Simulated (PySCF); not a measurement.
Indium: a sound run and one with changed settings

Sound run: In [Kr] 4d10 5s2 5p1, In+ [Kr] 4d10 5s2. All numbers are calculated (PySCF 2.14, the spin-free X2C one-electron Hamiltonian (Gaussian nucleus), in x2c-SVPall). In the sound run the correlated levels freeze [Kr] 4d10. The sound run starts from symmetry-adapted Hartree-Fock orbitals and uses a fine grid where one is needed.

Changed run: the non-relativistic Hamiltonian (point nucleus). This setting is unsound on purpose.

| species | method | sound run (hartree) | changed run (hartree) | converged |
| --- | --- | --- | --- | --- |
| In | UHF | -5877.61419 | -5621.73044 | yes |
| In | r2SCAN | -5880.28348 | -5624.39993 | yes |
| In | BP86 | -5880.95593 | -5625.07307 | yes |
| In | MP2 | -5877.63885 | -5621.75614 | yes |
| In | CCSD(T) | -5877.65159 | -5621.77200 | yes |
| In+ | UHF | -5877.42445 | -5621.51994 | yes |
| In+ | r2SCAN | -5880.07359 | -5624.16696 | yes |
| In+ | BP86 | -5880.74586 | -5624.84042 | yes |
| In+ | MP2 | -5877.44491 | -5621.54203 | yes |
| In+ | CCSD(T) | -5877.45534 | -5621.55604 | yes |

Ionisation energy of In:

```csv
method,sound run (eV),changed run (eV)
UHF,5.163,5.728
r2SCAN,5.711,6.339
BP86,5.716,6.331
MP2,5.277,5.826
SCS-MP2,5.259,5.808
CCSD,5.330,5.861
CCSD(T),5.340,5.877
```

Most of the change in total energy is the relativistic energy itself. On top of that the contraction fixes the core shape for the Hamiltonian it was made with, so the changed run is not a good calculation with the other Hamiltonian either.

For comparison, NIST gives 5.786 eV between the lowest levels.
